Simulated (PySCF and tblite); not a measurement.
Results of a calculation; reference values are marked as such.
**C8H16, numbered as in [CH3:1][C@@H:2]1[CH2:3][CH2:4][CH2:5][CH2:6][C@H:7]1[CH3:8]: conformational analysis**

Level: B3LYP-D3(BJ)/def2-SVPD (IEF-PCM, chloroform)//PBE0-D3(BJ)/def2-SVP, thermal terms from GFN2-xTB, symmetry numbers and mirror pairs counted. Conformers within 3 kcal/mol (GFN2-xTB free energy) were kept, 6 at most. GIAO shieldings: PBE0/pcSseg-1 (IEF-PCM, chloroform). Couplings: B3LYP/pcSseg-1 with pcJ-1 on H (gas phase; spin-dipole term only for pairs with B, N, F, Si or P). Couplings are for ¹H. Shifts are against TMS (¹H), TMS (¹³C) at the same level; of two unlike H on one atom, a is the less shielded. Programs: PySCF with density fitting and tblite.

The 6-ring runs over atoms 2–3–4–5–6–7.

```
conformer                                       shape  symmetry  E(GFN2) kcal/mol  E(DFT) kcal/mol  G(298.15 K) kcal/mol  weight %  dipole D
        1  6-ring chair (all substituents equatorial)        C2              0.00             0.00                  0.00      98.5      0.10
        2                 6-ring chair (C1, C8 axial)        C2              1.69             2.17                  2.46       1.5      0.04
```

Weights (%) against temperature:

| T (K) | 1 | 2 | S(mix) cal/mol/K |
| --- | --- | --- | --- |
| 250 | 99.3 | 0.7 | 0.09 |
| 273.15 | 98.9 | 1.1 | 0.12 |
| 298.15 | 98.5 | 1.5 | 0.16 |
| 323.15 | 97.9 | 2.1 | 0.20 |
| 373.15 | 96.6 | 3.4 | 0.29 |

Averaged shifts at 298.15 K. ¹H: 1.57 (H4a/H5a, 2H), 1.45 (H3a/H6a, 2H), 1.19 (H4b/H5b, 2H), 0.89 (H1/H8, 6H), 0.82 (H3b/H6b, 2H), 0.61 (H2/H7, 2H) ppm. ¹³C: 41.0 (C2/C7), 38.0 (C3/C6), 29.6 (C4/C5), 22.1 (C1/C8) ppm.

Averaged couplings (Hz): ²J(H1,H1) -14.0, ³J(H1,H2) 7.3, ³J(H2,H3b) 12.3, ³J(H2,H3a) 3.8, ⁴J(H2,H4a) -0.6, ³J(H2,H7) 10.2, ²J(H3b,H3a) -14.8, ³J(H3b,H4a) 4.1, ³J(H3b,H4b) 14.1, ⁴J(H3b,H5a) -0.5, ³J(H3a,H4a) 3.5, ³J(H3a,H4b) 4.1, ⁴J(H3a,H5b) -0.6, ⁴J(H3a,H5a) 1.5, ²J(H4a,H4b) -14.7, ³J(H4a,H5b) 4.1, ³J(H4a,H5a) 3.4, ³J(H4b,H5b) 14.1.

Coordinates of conformer 1 (Å):

```xyz
24

C    -1.754    1.547    0.107
C    -0.540    0.684    0.429
C     0.754    1.448    0.140
C     2.002    0.638    0.461
C     1.992   -0.693   -0.278
C     0.715   -1.467    0.011
C    -0.550   -0.667   -0.308
C    -1.795   -1.496   -0.017
H    -1.828    1.729   -0.978
H    -2.696    1.085    0.435
H    -1.679    2.527    0.602
H    -0.556    0.457    1.514
H     0.765    1.730   -0.930
H     0.755    2.396    0.706
H     2.908    1.215    0.213
H     2.042    0.449    1.549
H     2.064   -0.505   -1.365
H     2.876   -1.294   -0.009
H     0.703   -2.414   -0.554
H     0.692   -1.748    1.081
H    -0.533   -0.440   -1.394
H    -1.735   -2.478   -0.509
H    -1.901   -1.674    1.066
H    -2.715   -1.008   -0.368
```

Coordinates of conformer 2 (Å):

```xyz
24

C     0.392   -2.123   -0.568
C     0.559   -0.944    0.387
C    -0.728   -0.652    1.170
C    -1.818   -0.028    0.303
C    -1.314    1.231   -0.393
C    -0.044    0.951   -1.191
C     1.067    0.320   -0.339
C     1.684    1.327    0.628
H     1.341   -2.357   -1.075
H     0.069   -3.026   -0.026
H    -0.357   -1.926   -1.351
H     1.335   -1.233    1.119
H    -1.094   -1.582    1.637
H    -0.499    0.035    2.003
H    -2.153   -0.755   -0.457
H    -2.704    0.199    0.917
H    -2.092    1.642   -1.057
H    -1.118    2.012    0.363
H    -0.291    0.274   -2.026
H     0.331    1.879   -1.655
H     1.871    0.001   -1.026
H     2.079    2.201    0.088
H     0.957    1.700    1.366
H     2.517    0.875    1.190
```

Shifts are unscaled: against experiment ¹³C can be off by 15 ppm or more and ¹H by 0.8 ppm.

Search and properties took 6.6 min on 1 thread of Arm Neoverse V1, shared host (rough), launched as `OMP_NUM_THREADS=1 python ens_run.py task.json out`.
